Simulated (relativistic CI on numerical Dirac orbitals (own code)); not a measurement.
# Hyperfine structure of Dy⁴⁺, mass number 161

Calculated at this level of theory: Dirac-Coulomb-Breit CI, separate exchange-only KLI orbitals for each configuration, a model potential for QED, valence Slater integrals scaled by 0.85, P86 correlation energy added to each configuration (own radial code, finite nucleus).

CI space (outside the closed core [Kr] 4d10 5s2): 4f8 5p6, 4f9 5p5, 4f7 5p6 6s, 4f7 5p6 7s. The list is cut by size and lacks configurations that can hold low levels.

Nuclear spin I = 5/2, μ = -0.479 μN, Q = 2.51 b (tables of Stone and Pyykkö). The electronic factors are computed for point nuclear moments, without core polarisation; leaving it out makes A of s and p electrons in near-neutral atoms 20 to 40 % too small, and it can dominate for d and f shells.

```json
{"Level": "4f8 5p6 7F_6", "E (cm⁻¹)": "0.0", "A (MHz)": "-100.5", "B (MHz)": "4030"}
{"Level": "4f8 5p6 7F_5", "E (cm⁻¹)": "2509.2", "A (MHz)": "-85.39", "B (MHz)": "1970"}
{"Level": "4f8 5p6 7F_4", "E (cm⁻¹)": "3950.9", "A (MHz)": "-81.88", "B (MHz)": "430"}
{"Level": "4f8 5p6 7F_3", "E (cm⁻¹)": "5128.9", "A (MHz)": "-77.33", "B (MHz)": "-650"}
{"Level": "4f8 5p6 7F_2", "E (cm⁻¹)": "5945.9", "A (MHz)": "-75.04", "B (MHz)": "-1220"}
{"Level": "4f8 5p6 7F_1", "E (cm⁻¹)": "6495.8", "A (MHz)": "-73.44", "B (MHz)": "-1160"}
{"Level": "4f8 5p6 5D_4", "E (cm⁻¹)": "20577.5", "A (MHz)": "-93.83", "B (MHz)": "831"}
{"Level": "4f8 5p6 5L_10", "E (cm⁻¹)": "26573.3", "A (MHz)": "-160.9", "B (MHz)": "-99.4"}
```

Levels with J = 0, under 50 % of one LS term, or S terms without an open s electron are left out. Small factors come from cancelling terms and can be off by tens of per cent or more.

At this charge configurations can still be misplaced by up to about 7 % of their energy. Levels and lines within the n = 5 or 6 shells can be off by up to 10 % or somewhat more, and those that change n by about 2 %, since core polarisation is missing.

Q: Give the hyperfine levels of 4f8 5p6 7F_6 relative to its centre of gravity.

A: With K = F(F + 1) − I(I + 1) − J(J + 1), E = AK/2 + B[¾K(K + 1) − I(I + 1)J(J + 1)]/[2I(2I − 1)J(2J − 1)]: F = 7/2: 3363, F = 9/2: 1673, F = 11/2: 111.7, F = 13/2: -1018, F = 15/2: -1359, F = 17/2: -498.5 MHz.

LS names give the leading component of a level, which can be under half, so a name can repeat, a term be missing and a line seem to break the LS rules.
